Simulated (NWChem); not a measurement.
**Ionisation of C3H7Si**

```xyz
11

C     -1.1361     0.5480     0.0000
C     -0.9992    -0.9589     0.0000
C      0.5643    -1.1084     0.0000
Si     0.7065     0.8028     0.0000
H     -2.0829     1.0958     0.0000
H     -1.4769    -1.4343    -0.8811
H     -1.4769    -1.4343     0.8811
H      0.9590    -1.6220     0.8898
H      0.9590    -1.6220    -0.8898
H      1.3265     1.4469     1.2021
H      1.3265     1.4469    -1.2021
```
Charge 0, spin multiplicity 2.

Program: NWChem. The geometry was optimised at UB3LYP/def2-SVP, a minimum by its harmonic frequencies. It is one conformer; others weren't searched.

Basis set: def2-TZVP. The species with one electron less has spin multiplicity 1 and keeps the geometry of the parent. Δ marks differences of total energies (open shells unrestricted). −ε marks an orbital energy of the parent. That orbital need not have the symmetry of the hole or added electron in the Δ rows. That singlet is a closed-shell solution.

B3LYP has NWChem's definition, with VWN1-RPA local correlation. The structure started from a generated list of species. The unpaired electrons of the parent sit in orbitals of symmetry a" (Cs labels of the run); other states weren't searched. The stability of the SCF solutions was not checked. Open-shell Hartree-Fock references start from PBE0 orbitals.

**Question.** One of these methods gave a first vertical ionisation energy of 8.12 eV. Which?
A. ΔPBE
B. −ε(alpha HOMO) of HF
C. ΔCAM-B3LYP
D. −ε(alpha HOMO) of PBE

**Answer.** A, ΔPBE. The others give 8.35 (ΔCAM-B3LYP), 4.90 (−ε(alpha HOMO) of PBE), 9.54 (−ε(alpha HOMO) of HF).
